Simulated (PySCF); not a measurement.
A homologous series of growing length: n-germane methyl/methyl. All species are isolated molecules in the gas phase. One relaxed conformer stands for each flexible species; it need not be the lowest. Strings in code marks are SMILES.

All values below come from TPSSh-D3(BJ)/def2-TZVP // PBE0-D3(BJ)/def2-SVP (PySCF 2.14.0). Delta-SCF ions had no search for a lower state. Excitations are Tamm–Dancoff values on a coarser integration grid. The basis has no diffuse functions, so Rydberg states are missing or too high.

| species | brightest of the four lowest singlets (TDA) (eV) | vertical ionisation energy (Delta-SCF) (eV) |
|---|---|---|
| n = 2 (`[CH3][GeH2][GeH2][CH3]` (C–Ge–Ge–C torsion 179°)) | (withheld) | (withheld) |
| n = 3 (`[GeH2]([GeH2][GeH2][CH3])[CH3]` (C–Ge–Ge–Ge torsion 180°, Ge–Ge–Ge–C torsion 180°)) | 6.67 | 8.90 |
| n = 4 (`[CH3][GeH2][GeH2][GeH2][GeH2][CH3]`) | 6.20 | 8.51 |
| n = 5 (`[CH3][GeH2][GeH2][GeH2][GeH2][GeH2][CH3]`) | 5.79 | 8.24 |

Fill in the missing entries.


- n = 2 (`[CH3][GeH2][GeH2][CH3]` (C–Ge–Ge–C torsion 179°)), brightest of the four lowest singlets (TDA) (eV): 7.60
- n = 2 (`[CH3][GeH2][GeH2][CH3]` (C–Ge–Ge–C torsion 179°)), vertical ionisation energy (Delta-SCF) (eV): 9.37
